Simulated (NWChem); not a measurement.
Molecule: C2H4Cl2; SMILES CC(Cl)Cl

Q: Give the equilibrium geometry at PBE0/def2-SVP (NWChem) as an XYZ file, with the point group.

A: point group Cs; any orientation.
```
8

C     -1.7255    -0.1676     0.0000
C     -0.3409     0.4263     0.0000
Cl     0.5540    -0.0546    -1.4670
Cl     0.5540    -0.0546     1.4670
H     -1.6672    -1.2650     0.0000
H     -2.2719     0.1611    -0.8960
H     -2.2719     0.1611     0.8960
H     -0.3553     1.5229     0.0000
```
